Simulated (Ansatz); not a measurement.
NO (SMILES [N]=O), doublet, at a GFN2-xTB geometry; MP2/6-31G* (Ansatz, an electronic-structure program).

Here is a job for Ansatz.
Ansatz 0.2 input:
```yaml
crystal:
  periodic: [false, false, false]
  atoms:
    - {symbol: N, position_ang: [-0.00000000, -0.00000000, -0.61625478]}
    - {symbol: O, position_ang: [0.00000000, 0.00000000, 0.53922293]}
basis:
  gaussian:
    orbitals: 6-31G*
magnetization: {spin_polarized: true, initial_magnetization: 1}
correlation: {method: mp2, electrons: outside_noble_gas}
accuracy: high
```

The log (banner, timings and long lists left out):

```
Functional definition: HF
505 factors; integrals over basis functions are off by at most 2.6e-9 eV
mean field evaluation 1: about -3516.2640 eV, gradient 1.2e1 eV
mean field evaluation 2: about -3516.2680 eV, gradient 1.2e1 eV
mean field evaluation 4: about -3516.9093 eV, gradient 2.8e0 eV
mean field evaluation 8: about -3516.9490 eV, gradient 2.5e-1 eV
mean field evaluation 16: about -3516.0989 eV, gradient 1.1e1 eV
mean field evaluation 32: about -3516.8634 eV, gradient 8.7e-1 eV
mean field -3516.96541772 eV, -129.2460952165 hartree, gradient 7.0e-8 eV, S^2 0.806124; 4 other end points of the search recorded, 0 dependent functions left out
2 core orbitals not correlated
reference -3516.96541772 eV, -129.2460952165 hartree; 6, 5 occupied and 22, 23 virtual orbitals, 505 factors
second order -8.47079098 eV of doubles, -0.00000000 eV of singles
Total energy: -3525.43620870 eV, -129.5573910433 hartree
```
